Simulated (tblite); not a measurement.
Compound: C6H16Si2.
Structure used (GFN2-xTB), in Å, numbered top down from 1:
```xyz
24
C6H16Si2 angstrom
C      3.4479    0.3092    0.3438
C      2.1983    0.7157    0.4997
Si     0.9949    1.0633   -0.9053
C     -0.5384   -0.0580   -0.6801
C     -0.1285   -1.5255   -0.8453
C     -1.3089   -2.4879   -0.8680
Si    -1.4878    0.2465    0.9496
C     -1.6098    2.1006    1.3297
H      3.8716    0.1564   -0.6359
H      4.1090    0.1100    1.1746
H      1.8273    0.8501    1.5100
H      0.6125    2.4821   -0.8948
H      1.6417    0.7640   -2.1919
H     -1.2233    0.1853   -1.5000
H      0.4303   -1.6427   -1.7789
H      0.5445   -1.8041   -0.0309
H     -1.8225   -2.4898    0.0896
H     -0.9695   -3.5007   -1.0777
H     -2.0217   -2.1984   -1.6376
H     -0.8018   -0.4338    2.0600
H     -2.8617   -0.2781    0.8623
H     -0.6433    2.5220    1.5860
H     -2.2775    2.2756    2.1673
H     -1.9951    2.6578    0.4815
```

Computed values, GFN2-xTB/tblite, gas phase, harmonic and unscaled. This tight-binding method is rough: wavenumbers can miss measured ones by several per cent, in bad cases by 10 to 20. Modes of hydrogen on silicon can be 10 to 20 % off. One conformer, not necessarily the lowest.

Harmonic wavenumbers (cm⁻¹): 31.2, 44.3, 60.4, 82.5, 112.4, 131.7, 156.3, 202.5, 209.8, 238.4, 289.9, 321.6, 365.9, 449.8, 470.9, 524.1, 562.5, 583.9, 628.4, 687.4, 700.5, 727.2, 765.4, 790.6, 800.4, 813.8, 827.6, 838.0, 861.2, 919.3, 952.4, 1007.6, 1029.7, 1047.3, 1080.8, 1117.2, 1136.8, 1239.5, 1274.7, 1298.5, 1351.6, 1376.1, 1413.8, 1423.2, 1493.0, 1496.2, 1502.1, 1503.6, 1509.4, 1671.6, 2172.9, 2188.3, 2190.8, 2209.1, 2909.9, 2937.1, 2968.3, 3018.0, 3021.7, 3026.8, 3042.7, 3045.6, 3047.3, 3049.1, 3066.4, 3097.7.

A = 1415, B = 994.3, C = 709.8 MHz; mass 144.079 u (most abundant isotopes); point group C1, symmetry number 1.

Q: Zero-point energy?

A: Half the sum of the wavenumbers: 42557 cm⁻¹ = 509.10 kJ/mol.

Q: Entropy at 500 K, 1 bar (ideal gas, RRHO, classical rotation)?

A: Translation 181.59, rotation 132.61, vibration 300.18: S = 614.4 J/(mol K).

Q: And Cp and H(500 K) − H(0)?

A: Cp = 303.26 J/(mol K), of which vibrations give 270.00 (their classical limit is 66 R = 548.8); H(500 K) − H(0) = 89.78 kJ/mol without the zero-point energy, 73.15 from vibrations.

Q: Which modes carry the vibrational entropy at 500 K?

A: 31.2 cm⁻¹: 28.36; 44.3 cm⁻¹: 25.45; 60.4 cm⁻¹: 22.87; 82.5 cm⁻¹: 20.29; 112.4 cm⁻¹: 17.74; 131.7 cm⁻¹: 16.43 J/(mol K); the other 60 give 169.04 together.

Q: Blend soft modes into free rotors: weight 1/[1 + (100 cm⁻¹/ν̃)⁴] for the oscillator and the rest for a rotor with moment μB/(μ + B), μ = h/(8π²ν), B = 10⁻⁴⁴ kg m². What vibrational entropy results?

A: 270.53 J/(mol K) in place of 300.18, which changes −T·S at 500 K by +14.83 kJ/mol.

Q: How do the functions run with temperature in this model?

A: 
```json
{"T (K)": "50", "S (J/(mol K))": "264.8", "Cp (J/(mol K))": "70.8", "H − H(0) (kJ/mol)": "2.51", "G − H(0) (kJ/mol)": "-10.73", "ln q(vib)": "1.22"}
{"T (K)": "100", "S (J/(mol K))": "323.9", "Cp (J/(mol K))": "102.0", "H − H(0) (kJ/mol)": "6.87", "G − H(0) (kJ/mol)": "-25.52", "ln q(vib)": "3.35"}
{"T (K)": "298.15", "S (J/(mol K))": "482.8", "Cp (J/(mol K))": "208.9", "H − H(0) (kJ/mol)": "37.57", "G − H(0) (kJ/mol)": "-106.37", "ln q(vib)": "11.19"}
{"T (K)": "373.15", "S (J/(mol K))": "533.9", "Cp (J/(mol K))": "247.6", "H − H(0) (kJ/mol)": "54.71", "G − H(0) (kJ/mol)": "-144.51", "ln q(vib)": "13.96"}
{"T (K)": "750", "S (J/(mol K))": "753.5", "Cp (J/(mol K))": "382.5", "H − H(0) (kJ/mol)": "176.19", "G − H(0) (kJ/mol)": "-388.90", "ln q(vib)": "26.95"}
{"T (K)": "1000", "S (J/(mol K))": "871.3", "Cp (J/(mol K))": "435.8", "H − H(0) (kJ/mol)": "278.90", "G − H(0) (kJ/mol)": "-592.37", "ln q(vib)": "34.68"}
```

q(vib) and H(0) count from the zero-point level.

Hindered rotation and anharmonicity are outside this model. Other conformers, if any are populated, would add a mixing term that is left out. The structure is chiral; the term R ln 2 for an equal mix with its mirror image is left out.

Hardware: one thread of an Arm Neoverse V2, no GPU (shared host). Cost: 1.2 s of wall time. This covers the Hessian and the dipole derivatives.
